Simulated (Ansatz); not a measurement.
Ideal-gas functions of BClH4SSi, SMILES `S[SiH2]BCl` at 400 K and 1 bar, from an Ansatz frequency run at PBE0-D4/def2-TZVP.

Molar mass 110.45 g/mol, point group C1 (symmetry number 1), electronic degeneracy 1, moments of inertia 78.761, 334.881, 384.463 u Å². Harmonic wavenumbers (cm⁻¹, unscaled): 44, 114, 176, 222, 467, 505, 576, 677, 689, 774, 836, 860, 932, 1060, 2216, 2237, 2647, 2705.

Use S(trans) = R[1.5 ln M + 2.5 ln T − 1.1517]; rotational temperatures θ = 24.2544 K / I; S(rot) = R[ln(√π/σ · √(T³/θAθBθC)) + 1.5]; for each mode x = 1.438777 ν̃/T, S = R[x/(eˣ − 1) − ln(1 − e⁻ˣ)] and H = RT x/(eˣ − 1); 1 cm⁻¹ = 0.0119627 kJ/mol; R = 8.31446 J/(mol·K).

Q: By hand: the entropy, in J/(mol·K).

A: Translation 173.6. Rotation: θ = 0.3079, 0.0724, 0.0631 K, giving 119.3. Vibration, mode by mode: 23.65, 15.78, 12.25, 10.40, 4.92, 4.41, 3.60, 2.71, 2.62, 2.05, 1.72, 1.61, 1.31, 0.90, 0.03, 0.02, 0.01, 0.01, in all 88.0. Electronic 0.0. Sum 380.9 J/(mol·K).

Q: By hand: H − E and G − E in kJ/mol, counted from the electronic energy.

A: Zero-point energy ½ × 17737 × 0.0119627 = 106.1; thermal vibration 17.6; translation, rotation and pV give 4 RT = 13.3. H − E = 137.0 kJ/mol, and G − E = 137.0 − 400 × 380.9/1000 = -15.4 kJ/mol.

Vibration gives 23 % of the entropy, 39.4 J/(mol·K) of it from the modes under 150 cm⁻¹: soft modes count most, and the harmonic formula is weakest for them. The sum counts one conformer and one mirror image; others add a mixing term.
